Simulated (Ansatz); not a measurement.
Stepwise reaction of `[OH][Ga]([OH])[SeH]` with hydrogen, as a gas-phase model of exchange steps in deposition or etching. ΔE in kJ/mol; ΔG adds harmonic PBE0-D4 terms to CCSD(T)/CBS, at 1 bar.

Computed with Ansatz on PBE0-D4/def2-TZVP structures; ΔE is electronic, products minus reactants. CCSD(T)/CBS adds triple-zeta CCSD(T) − MP2 to the extrapolated MP2 energy (def2 sets, frozen cores). This one scheme is used for every species. DFT in def2-TZVPP. B3LYP here is the variant with VWN-RPA as its local correlation; programs differ in this. For Ga, Se outer-core shells are correlated without core-valence functions, which leaves a few kJ/mol of doubt a bond. Scalar relativity is left out up to krypton. Each species was taken in one conformer, which may not be the lowest.

| step | reaction | PBE-D4 | B3LYP-D4 | ωB97M-V | CCSD(T)/CBS | ΔG(500 K) |
| --- | --- | --- | --- | --- | --- | --- |
| 1 | `[OH][Ga]([OH])[SeH]` + H₂ → `[OH][GaH][SeH]` + H₂O | 30.7 | 33.4 | 30.8 | 33.5 | 31.1 |
| 2 | `[OH][GaH][SeH]` + H₂ → `[GaH2][SeH]` + H₂O | 40.7 | 41.6 | 38.8 | 40.8 | 37.8 |

Question: By hand: ΔE of the 2 steps together at CCSD(T)/CBS.

Answer: (33.5) + (40.8) = 74.3 kJ/mol, or 37.1 kJ/mol a step.

In ΔE each step is higher than the one before. All are uphill at CCSD(T)/CBS. ΔG lies between 31.1 and 37.8 kJ/mol a step. PBE-D4 differs from CCSD(T)/CBS by -2.8 to -0.1 kJ/mol a step. Isolated molecules leave out the surface, adducts and barriers. Largest T1 diagnostic: 0.013.
